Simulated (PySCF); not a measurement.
Excitations are Tamm–Dancoff values on a coarser integration grid. The basis has no diffuse functions, so Rydberg states are missing or too high.

C$_{3}$H$_{9}$Al, SMILES `[CH3][Al]([CH3])[CH3]` (charge 0, multiplicity 1)

Calculation: r2SCAN-D4/def2-TZVP (PySCF 2.14.0).

```yaml
HOMO: -6.54 eV
dipole_moment: 0.00 D
HOMO–LUMO gap: 5.77 eV
LUMO: -0.76 eV
S1 excitation (TDA): 5.75 eV
S1 oscillator strength: 0.000
brightest of the four lowest singlets (TDA): 6.91 eV
T1 excitation (TDA): 5.36 eV
S1–T1 gap (TDA): 0.39 eV
total_energy: -362.1292 Ha
cost: very roughly 15 core-minutes
```

```xyz
13

C     -0.9960    -1.6834     0.0316
Al     0.0046    -0.0018     0.0007
C      1.9570    -0.0189    -0.1320
C     -0.9545     1.7012     0.1011
H     -0.9317    -2.1444     1.0254
H     -2.0598    -1.5606    -0.1895
H     -0.5888    -2.4211    -0.6674
H      2.3929    -1.0193    -0.0657
H      2.2830     0.4129    -1.0861
H      2.4195     0.5988     0.6456
H     -0.3011     2.5659     0.2439
H     -1.5248     1.8769    -0.8193
H     -1.6922     1.7026     0.9111
```
Charge 0, spin multiplicity 1.
